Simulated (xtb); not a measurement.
Cl$_{3}$Y, triplet, from a rough starting geometry (GFN-xTB shapes and energies of metal compounds can be far from the true ones) (the multiplicity is a formal guess); GFN2-xTB (xtb 6.7.1).

xtb was given this input:
```
$ xtb mol.xyz --gfn 2 --uhf 2 --opt vtight --json

# file mol.xyz
4

Y      0.00179954    -0.01595299     0.00258423
Cl     2.39870376    -0.39802304    -0.72945995
Cl    -0.89597664    -1.03565718     2.04184865
Cl    -1.47283200     1.42816000    -1.41004077
```

Output, abridged:

```
   ID    Z sym.   atoms
    1   39 Y      1
    2   17 Cl     2-4

           -------------------------------------------------
          |                Calculation Setup                |
           -------------------------------------------------

           -------------------------------------------------
          |                 G F N 2 - x T B                 |
           -------------------------------------------------

          ...................................................
          :                      SETUP                      :
          :.................................................:
          :  # basis functions                  40          :
          :  # atomic orbitals                  36          :
          :  # shells                           12          :
          :  # electrons                        24          :
          :  max. iterations                   250          :
          :  Hamiltonian                  GFN2-xTB          :
          :  restarted?                      false          :
          :  GBSA solvation                  false          :
          :  PC potential                    false          :
          :  electronic temp.          300.0000000     K    :
          :  accuracy                    1.0000000          :
          :  -> integral cutoff          0.2500000E+02      :
          :  -> integral neglect         0.1000000E-07      :
          :  -> SCF convergence          0.1000000E-05 Eh   :
          :  -> wf. convergence          0.1000000E-03 e    :
          :  Broyden damping             0.4000000          :
          :  net charge                          0          :
          :  unpaired electrons                  2          :
          ...................................................

 iter      E             dE          RMSdq      gap      omega  full diag
   1      4.2931292  0.429313E+01  0.560E+01    0.02       0.0  T
   2    -12.3887796 -0.166819E+02  0.301E+01    0.00       1.0  T
   3    -12.8822642 -0.493485E+00  0.223E+01    0.00       1.0  T
   4    -13.1218290 -0.239565E+00  0.205E+01    0.01       1.0  T
   5    -13.1999231 -0.780942E-01  0.202E+01    0.05       1.0  T
   6    -13.1820358  0.178874E-01  0.199E+01    0.02       1.0  T
   7    -13.2029462 -0.209104E-01  0.195E+01    0.01       1.0  T
   8    -13.1834147  0.195315E-01  0.197E+01    0.01       1.0  T
   9    -13.3167612 -0.133347E+00  0.188E+01    0.04       1.0  T
  10    -13.1848845  0.131877E+00  0.197E+01    0.02       1.0  T
  11    -13.1904752 -0.559077E-02  0.202E+01    0.05       1.0  T
  12      1.6533497  0.148438E+02  0.559E+01    0.25       1.0  T
  13     -3.3116486 -0.496500E+01  0.481E+01    0.16       1.0  T
  14     -6.6585551 -0.334691E+01  0.409E+01    0.11       1.0  T
  15     -7.9086237 -0.125007E+01  0.378E+01    0.11       1.0  T
  16    -14.8120877 -0.690346E+01  0.150E+01    0.05       1.0  T
  17    -14.6329680  0.179120E+00  0.167E+01    0.03       1.0  T
  18     -9.4535264  0.517944E+01  0.335E+01    0.08       1.0  T
  19     -9.4597914 -0.626503E-02  0.334E+01    0.08       1.0  T
  20     -9.4851722 -0.253808E-01  0.335E+01    0.08       1.0  T
  21    -14.7959385 -0.531077E+01  0.153E+01    0.05       1.0  T
  22     -0.1972631  0.145987E+02  0.510E+01    0.23       1.0  T
  23      0.5486694  0.745933E+00  0.522E+01    0.23       1.0  T
  24    -14.7777466 -0.153264E+02  0.163E+01    0.04       1.0  T
  25      5.6959708  0.204737E+02  0.627E+01    0.28       1.0  T
  26      5.5477337 -0.148237E+00  0.622E+01    0.27       1.0  T
  27      5.9065450  0.358811E+00  0.634E+01    0.28       1.0  T
  28      7.0810969  0.117455E+01  0.675E+01    0.39       1.0  T
  29      6.8331716 -0.247925E+00  0.660E+01    0.42       1.0  T
  30      6.4296027 -0.403569E+00  0.658E+01    0.41       1.0  T
  31      7.1549453  0.725343E+00  0.689E+01    0.37       1.0  T
  32      3.9677864 -0.318716E+01  0.579E+01    0.03       1.0  T
  33      3.8368738 -0.130913E+00  0.578E+01    0.02       1.0  T
  34    -14.8357918 -0.186727E+02  0.162E+01    0.05       1.0  T
  35    -14.7682891  0.675027E-01  0.856E+00    0.06       1.0  T
  36    -14.9064692 -0.138180E+00  0.744E+00    0.07       1.0  T
  37    -14.9080836 -0.161437E-02  0.695E+00    0.06       1.0  T
  38    -14.9020406  0.604292E-02  0.767E+00    0.05       1.0  T
  39    -14.7919226  0.110118E+00  0.935E+00    0.04       1.0  T
  40    -14.8004612 -0.853854E-02  0.931E+00    0.04       1.0  T
  41    -14.7065440  0.939171E-01  0.103E+01    0.04       1.0  T
  42    -14.6945043  0.120398E-01  0.102E+01    0.04       1.0  T
  43    -14.8588853 -0.164381E+00  0.796E+00    0.04       1.0  T
  44    -14.5323424  0.326543E+00  0.114E+01    0.04       1.0  T
  45    -14.3345190  0.197823E+00  0.128E+01    0.04       1.0  T
  46    -14.3298629  0.465613E-02  0.128E+01    0.04       1.0  T
  47    -14.0052361  0.324627E+00  0.150E+01    0.04       1.0  T
  48    -14.1755490 -0.170313E+00  0.138E+01    0.04       1.0  T
  49    -14.1502580  0.252910E-01  0.138E+01    0.04       1.0  T
  50    -14.6351060 -0.484848E+00  0.939E+00    0.04       1.0  T
  51    -14.7971494 -0.162043E+00  0.698E+00    0.05       1.0  T
  52    -14.7508150  0.463344E-01  0.751E+00    0.05       1.0  T
  53    -14.6695850  0.812300E-01  0.842E+00    0.05       1.0  T
  54    -14.8069253 -0.137340E+00  0.650E+00    0.06       1.0  T
  55    -14.8315987 -0.246734E-01  0.607E+00    0.06       1.0  T
  56    -14.8381137 -0.651504E-02  0.591E+00    0.06       1.0  T
  57    -14.8579320 -0.198182E-01  0.537E+00    0.06       1.0  T
  58    -14.8671398 -0.920783E-02  0.518E+00    0.07       1.0  T
  59    -14.8674731 -0.333263E-03  0.515E+00    0.07       1.0  T
  60    -14.8913631 -0.238900E-01  0.452E+00    0.07       1.0  T
  61    -14.8842906  0.707245E-02  0.480E+00    0.07       1.0  T
  62    -14.8869489 -0.265826E-02  0.470E+00    0.07       1.0  T
[...]
 * total energy  :   -14.9639236 Eh     change       -0.7977288E-03 Eh
 * total energy  :   -14.9650349 Eh     change       -0.1111276E-02 Eh
 * total energy  :   -14.9669041 Eh     change       -0.1869168E-02 Eh
 * total energy  :   -14.9734204 Eh     change       -0.6516317E-02 Eh
 * total energy  :   -14.9760238 Eh     change       -0.2603408E-02 Eh
 * total energy  :   -14.9777389 Eh     change       -0.1715098E-02 Eh
 * total energy  :   -14.9785090 Eh     change       -0.7700484E-03 Eh
 * total energy  :   -14.9789424 Eh     change       -0.4334178E-03 Eh
 * total energy  :   -14.9789626 Eh     change       -0.2025504E-04 Eh
 * total energy  :   -14.9789699 Eh     change       -0.7285417E-05 Eh
 * total energy  :   -14.9789720 Eh     change       -0.2086897E-05 Eh
 * total energy  :   -14.9789724 Eh     change       -0.3535014E-06 Eh
 * total energy  :   -14.9789724 Eh     change       -0.2234097E-07 Eh
   *** GEOMETRY OPTIMIZATION CONVERGED AFTER 19 ITERATIONS ***
[...]
   1    -14.9856690 -0.149857E+02  0.104E-04    0.00       0.0  T
   2    -14.9856690  0.714042E-10  0.205E-04    0.00     244.2  T
   3    -14.9856690 -0.655511E-10  0.117E-04    0.00     428.5  T

   *** convergence criteria satisfied after 3 iterations ***

 transition dipole moment (au) for excitation:          12          13
     X       Y       Z
   0.0920   0.0109  -0.0749  total (au/Debye):    0.119   0.303
 dE (eV)             :    2.938
 oscillator strength :  0.14452E-02

         :::::::::::::::::::::::::::::::::::::::::::::::::::::
         ::                     SUMMARY                     ::
         :::::::::::::::::::::::::::::::::::::::::::::::::::::
         :: total energy             -14.978972373208 Eh    ::
         :: gradient norm              0.000015830232 Eh/a0 ::
         :: HOMO-LUMO gap              0.001000495356 eV    ::
         ::.................................................::
         :: SCC energy               -14.985667890726 Eh    ::
         :: -> isotropic ES            0.007241000457 Eh    ::
         :: -> anisotropic ES          0.000337048110 Eh    ::
         :: -> anisotropic XC         -0.007650500982 Eh    ::
         :: -> dispersion             -0.004110713334 Eh    ::
         :: repulsion energy           0.006695517518 Eh    ::
         :: add. restraining           0.000000000000 Eh    ::
         :: total charge              -0.000000000000 e     ::
         :::::::::::::::::::::::::::::::::::::::::::::::::::::

           -------------------------------------------------
          |                Property Printout                |
           -------------------------------------------------

    * Orbital Energies and Occupations

         #    Occupation            Energy/Eh            Energy/eV
      -------------------------------------------------------------
         1        2.0000           -1.1058295             -30.0912
         2        2.0000           -1.0967474             -29.8440
         3        2.0000           -1.0967392             -29.8438
         4        2.0000           -0.5733258             -15.6010
         5        2.0000           -0.4648811             -12.6501
         6        2.0000           -0.4643948             -12.6368
         7        2.0000           -0.4643907             -12.6367
         8        1.9947           -0.4524832             -12.3127
         9        1.9947           -0.4524819             -12.3127
        10        1.7461           -0.4485302             -12.2051
        11        1.6325           -0.4480223             -12.1913
        12        1.6319           -0.4480198             -12.1912
        13        0.3362           -0.3400366              -9.2529 (HOMO)
        14        0.3277           -0.3399998              -9.2519 (LUMO)
        15        0.3275           -0.3399991              -9.2518
        16        0.0043           -0.3355130              -9.1298
        17        0.0043           -0.3355109              -9.1297
        18                         -0.2656188              -7.2279
        19                          0.0016509               0.0449
        20                          0.0016544               0.0450
        21                          0.0016819               0.0458
        22                          0.0024486               0.0666
        23                          0.0025597               0.0697
        24                          0.0025628               0.0697
       ...                                ...                  ...
        36                          0.7280499              19.8112
      -------------------------------------------------------------
                  HL-Gap            0.0000368 Eh            0.0010 eV
             Fermi-level           -0.3940945 Eh          -10.7239 eV

     #   Z          covCN         q      C6AA      α(0)
     1  39 Y        2.162     0.237   433.669    55.384
     2  17 Cl       0.722    -0.079   101.322    15.396
     3  17 Cl       0.722    -0.079   101.322    15.396
     4  17 Cl       0.722    -0.079   101.324    15.396

 Mol. C6AA /au·bohr⁶  :       2513.958392
 Mol. C8AA /au·bohr⁸  :     224942.872664
 Mol. α(0) /au        :        101.572422

Wiberg/Mayer (AO) data.
largest (>0.10) Wiberg bond orders for each atom

 ---------------------------------------------------------------------------
     #   Z sym  total        # sym  WBO       # sym  WBO       # sym  WBO
 ---------------------------------------------------------------------------
     1  39 Y    2.329 --     4 Cl   0.776     2 Cl   0.776     3 Cl   0.776
     2  17 Cl   1.040 --     1 Y    0.776     3 Cl   0.132     4 Cl   0.132
     3  17 Cl   1.040 --     1 Y    0.776     2 Cl   0.132     4 Cl   0.132
     4  17 Cl   1.040 --     1 Y    0.776     2 Cl   0.132     3 Cl   0.132
 ---------------------------------------------------------------------------

Topologies differ in total number of bonds
Writing topology from bond orders to xtbtopo.mol

molecular dipole:
                 x           y           z       tot (Debye)
 q only:        0.191       0.496       0.308
   full:        0.511       1.325       0.821       4.170
molecular quadrupole (traceless):
                xx          xy          yy          xz          yz          zz
 q only:       -0.852       0.941       1.185       0.570       1.462      -0.333
  q+dip:       -2.737       3.003       3.786       1.828       4.692      -1.050
   full:       -2.581       2.839       3.576       1.725       4.427      -0.995

optimized geometry written to: xtbopt.xyz

           -------------------------------------------------
          | TOTAL ENERGY              -14.978972373208 Eh   |
          | GRADIENT NORM               0.000015830232 Eh/α |
          | HOMO-LUMO GAP               0.001000495356 eV   |
           -------------------------------------------------

normal termination of xtb
```
